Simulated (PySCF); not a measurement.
H₆NSi₂ (SMILES [SiH3][N][SiH3]), doublet, at a GFN2-xTB geometry. Base run: CAMB3LYP/3-21G (PySCF).

The PySCF input:
```python
from pyscf import gto, scf, dft

mol = gto.M(
    atom='''
Si    1.667041   -0.215645    0.063409
N     0.000000    0.000000    0.000000
Si   -1.667041    0.215645   -0.063409
H     2.071340   -1.106991   -1.032411
H     2.319730    1.092646   -0.082019
H     2.018212   -0.814746    1.358220
H    -2.290779   -0.603350    0.984911
H    -2.148902   -0.203873   -1.386509
H    -1.969601    1.636313    0.157808
''',
    basis='3-21g',
    charge=0,
    spin=1,
    verbose=4,
)

mf = dft.UKS(mol)
mf.xc = 'camb3lyp'
mf.kernel()
```

Each row names what was changed in the base input (with any setting that the change needs).

```
change                                           ΔE vs base (mEh)  fitting functions  dipole (D)
-----------------------------------------------  ----------------  -----------------  ----------
base                                                        0.000                  -        0.36
auxbasis = cc-pvtz-ri                                     -18.496                505        0.36
auxbasis = def2-svp-ri                                     -639.6                256        0.36
auxbasis = cc-pvdz-jkfit                                   -0.282                432        0.36
auxbasis = even-tempered beta=2.0                          -3.475                273        0.35
only_dfj = on; auxbasis = def2-universal-jfit              -0.796                217        0.36
auxbasis = def2-tzvp-ri                                   -30.154                392        0.36
auxbasis = default (with mf = mf.density_fit())            -0.203                441        0.36
auxbasis = def2-universal-jkfit                            -0.203                441        0.36
auxbasis = autoaux                                         -3.072                344        0.35
```

A fitting set is made for a task (jfit for Coulomb, jkfit for Coulomb and exchange, ri for correlation) and for a family of orbital bases.

Open shells are given as the SCF converged; they aren't shown to be the lowest states, and a large step between rows can be another state.
